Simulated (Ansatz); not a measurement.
Input file for Ansatz (a program for electronic structure): U-B97M-V/def2-TZVPP on O (SMILES [O]).

Ansatz 0.2 input:
```yaml
crystal:
  periodic: [false, false, false]
  atoms:
    - {symbol: O, position_ang: [0.00000000, 0.00000000, 0.00000000]}
basis:
  gaussian:
    orbitals: def2-TZVPP
hamiltonian:
  xc: {name: B97M-V}
magnetization: {spin_polarized: true, initial_magnetization: 2}
```

The log:

```
WARN ansatz: RAYON_NUM_THREADS=1 ignored (pool sized by the plan → 1); use --threads N
Functional definition: B97M-V
integrals: 0.01 GiB planned
151 factors; their error is unknown
mean field: 0.08 GiB planned
mean field evaluation 1: about -2042.5996 eV, gradient 9.0e0 eV
mean field evaluation 2: about -2042.7170 eV, gradient 5.4e0 eV
mean field evaluation 4: about -2042.8162 eV, gradient 2.2e-2 eV
mean field evaluation 8: about -2042.8140 eV, gradient 6.3e-4 eV
mean field -2042.81397067 eV, -75.0720287529 hartree, gradient 5.6e-5 eV, S^2 2.006252; 0 other end points of the search recorded, 0 dependent functions left out
reference -2042.81398787 eV, -75.0720293851 hartree; 5, 3 occupied and 26, 28 virtual orbitals, 151 factors
Total energy: -2042.81398787 eV, -75.0720293851 hartree
```

The calculation finished and met its thresholds.

Cost: roughly 0.5 core-seconds.
